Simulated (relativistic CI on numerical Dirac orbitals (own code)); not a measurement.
Computed by Dirac-Coulomb-Breit CI, separate exchange-only KLI orbitals for each configuration, model QED (radiative potential, 1s self-energy scaled to tabulated hydrogen-like ionisation energies), unscaled Slater integrals (own radial code, finite nucleus).

The strongest absorption lines from the ground level of an ion, among the configurations computed and to levels below about 51.1 eV (vacuum wavelength in Å, gf): 270.67 (0.59), 272.08 (0.56), 275.54 (0.6), 280.30 (0.76), 281.79 (0.8), 286.50 (2), 286.72 (0.5), 289.78 (1.3).

Q: Which ion is it?
A. Rn11+
B. Pb9+
C. Pb7+
D. Pt3+

A: C. Pb7+ has 75 electrons and the ground level 5s2 5p6 5d7 4F_9/2; the strongest line goes to 5s2 5p6 5d6 6p 4F°_9/2. The pattern of lines fixes the number of electrons, and along that sequence the line energies rise steadily with the charge (about as its square where n changes within one kind of shell, about linearly where n is kept but much faster in heavy ions where fine structure, which grows about as Z⁴, sets the gap, and irregularly where shells cross), which fixes Z. Configurations outside the model, such as inner-shell arrays, can give stronger lines. At this charge configurations can still be misplaced by up to about 7 % of their energy. Terms inside the open d or f shell come out 10 to 20 % too wide with unscaled integrals. Levels and lines within the n = 5 or 6 shells can be off by up to 10 % or somewhat more, and those that change n by about 2 %, since core polarisation is missing.

LS names give the leading component of a level, which can be under half, so a name can repeat, a term be missing and a line seem to break the LS rules.
